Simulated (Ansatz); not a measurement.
The cluster WSe₂⁺. Total charge 1; doublet. Geometry PBE-D4/def2-TZVP, that of the neutral singlet; atoms count from 1.

Cartesian coordinates in Å:
```
W -0.2067 0.4974 -0.6913
Se 0.7743 1.2053 1.1910
Se -0.5676 -1.7027 -0.4997
```

In the def2 sets W takes a core potential; there is no spin–orbit coupling. The charge 1 doublet is spin-contaminated (final ⟨S²⟩ up to 0.99, 0.75 for a pure state). The structure comes from a short search, and lower isomers may exist.

(1) Estimate the Mulliken populations from the PBE0/def2-TZVP orbitals of Ansatz.

(2) Where does the spin sit?

(3) And the Mayer bond orders between bonded heavy atoms (over 0.3)?

## Answers

(1) 
```json
{"atom": "W1", "charge (e)": "0.83", "spin (α − β)": "1.92", "d electrons": "4.27"}
{"atom": "Se2", "charge (e)": "0.09", "spin (α − β)": "-0.46", "d electrons": "–"}
{"atom": "Se3", "charge (e)": "0.09", "spin (α − β)": "-0.46", "d electrons": "–"}
```
Mulliken values and Mayer orders depend strongly on the basis.

(2) Summed by element: W 1.92, Se -0.92, of 1 unpaired in all. Largest on single atoms: W1 1.92, Se3 -0.46, Se2 -0.46.

(3) W1–Se2 2.38 (2.24 Å); W1–Se3 2.38 (2.24 Å).
